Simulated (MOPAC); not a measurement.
MOPAC input (PM3):

```
PM3 1SCF GEO-OK AUX(PRECISION=9) THREADS=1
CdF2

Cd    0.00000000 1    0.00000000 1    0.00000000 1
F    -0.00000000 1   -0.00000000 1   -1.93349400 1
F     0.00000000 1    0.00000000 1    1.93349400 1
```

Output:

```
 *******************************************************************************
 **                                                                           **
 **                              MOPAC v23.2.5                                **
 **                                                                           **
 *******************************************************************************
 ** MOPAC's Digital Object Identifier: https://doi.org/10.5281/zenodo.6511958 **
 **                                                                           **
 ** Please cite the open-source release paper for use of this MOPAC version:  **
 ** J. E. Moussa and J. J. P. Stewart (2026)                                  **
 ** MOPAC: An open-source semiempirical molecular orbital program             **
 ** J. Open Source Softw., 11(119), 8025, https://doi.org/10.21105/joss.08025 **
 *******************************************************************************

                              PM3 CALCULATION RESULTS

 *******************************************************************************
 *  PM3        - The PM3 Hamiltonian to be used
 *  GEO-OK     - OVERRIDE INTERATOMIC DISTANCE AND OTHER SAFETY CHECKS
 *  1SCF       - DO 1 SCF AND THEN STOP
 *  AUX        - OUTPUT AUXILIARY INFORMATION
 *******************************************************************************
PM3 1SCF GEO-OK AUX(PRECISION=9) THREADS=1
 CdF2

   ATOM   CHEMICAL          X               Y               Z
  NUMBER   SYMBOL      (ANGSTROMS)     (ANGSTROMS)     (ANGSTROMS)

     1      Cd          0.00000000  *   0.00000000  *   0.00000000  *
     2       F         -0.00000000  *  -0.00000000  *  -1.93349400  *
     3       F          0.00000000  *   0.00000000  *   1.93349400  *

          CARTESIAN COORDINATES

    NO.       ATOM           X           Y           Z

     1        Cd          0.0000      0.0000      0.0000
     2         F         -0.0000     -0.0000     -1.9335
     3         F          0.0000      0.0000      1.9335

  F: (PM3): J. J. P. STEWART, J. COMP. CHEM. 10, 209 (1989).
 Cd: (PM3): J. J. P. STEWART, J. COMP. CHEM. 12, 320-341 (1991).

           Empirical Formula: Cd F2  =     3 atoms

      MOLECULAR POINT GROUP   :   D*h

      RHF CALCULATION, NO. OF DOUBLY OCCUPIED LEVELS = 8

 -------------------------------------------------------------------------------
 PM3 1SCF GEO-OK AUX(PRECISION=9) THREADS=1
 CdF2

     1SCF WAS SPECIFIED, SO BFGS WAS NOT USED
     SCF FIELD WAS ACHIEVED

                              PM3 CALCULATION
                                                       MOPAC v23.2.5 Linux

          FINAL HEAT OF FORMATION =        -17.04095 KCAL/MOL =     -71.29933 KJ/MOL

          COSMO AREA              =         79.31 SQUARE ANGSTROMS
          COSMO VOLUME            =         57.22 CUBIC ANGSTROMS

          IONIZATION POTENTIAL    =         12.919720 EV
          HOMO LUMO ENERGIES (EV) =        -12.920  0.251
          NO. OF FILLED LEVELS    =          8
          MOLECULAR WEIGHT        =        150.4068         POINT GROUP:  D*h

          MOLECULAR DIMENSIONS (Angstroms)

            Atom       Atom       Distance
            F     3    F     2     3.86699
            F     3    F     2     0.00000
           Cd     1    F     2     0.00000

          SCF CALCULATIONS        =          1

   ATOM   CHEMICAL          X               Y               Z
  NUMBER   SYMBOL      (ANGSTROMS)     (ANGSTROMS)     (ANGSTROMS)

     1      Cd          0.00000000  *   0.00000000  *   0.00000000  *
     2       F         -0.00000000  *  -0.00000000  *  -1.93349400  *
     3       F          0.00000000  *   0.00000000  *   1.93349400  *

                             CARTESIAN COORDINATES

   1   Cd        0.000000000     0.000000000     0.000000000
   2    F       -0.000000000    -0.000000000    -1.933494000
   3    F        0.000000000     0.000000000     1.933494000

           Empirical Formula: Cd F2  =     3 atoms

      MOLECULAR POINT GROUP   :   D*h

                  EIGENVALUES
 -18.29982 -16.29164 -13.40192 -13.07266 -13.03296 -13.03296 -12.91972 -12.91972
   0.25090  20.57917  20.57917  22.40856

              NET ATOMIC CHARGES AND DIPOLE CONTRIBUTIONS

  ATOM NO.   TYPE          CHARGE      No. of ELECS.   s-Pop       p-Pop
    1         Cd           1.263801        0.7362     0.60789     0.12831
    2          F          -0.631901        7.6319     1.81255     5.81935
    3          F          -0.631901        7.6319     1.81255     5.81935
 DIPOLE           X         Y         Z       TOTAL
 POINT-CHG.     0.000     0.000     0.000     0.000
 HYBRID        -0.000    -0.000    -0.000     0.000
 SUM           -0.000    -0.000     0.000     0.000

          ATOMIC ORBITAL ELECTRON POPULATIONS

     Atom    s        px        py        pz
    1 Cd   0.60789   0.00758   0.00758   0.11314
    2  F   1.81255   1.99621   1.99621   1.82693
    3  F   1.81255   1.99621   1.99621   1.82693

 **********************
 *                    *
 * JOB ENDED NORMALLY *
 *                    *
 **********************

 == MOPAC DONE ==
```

The geometry given is a B3LYP-D3(BJ)/def2-TZVP minimum.
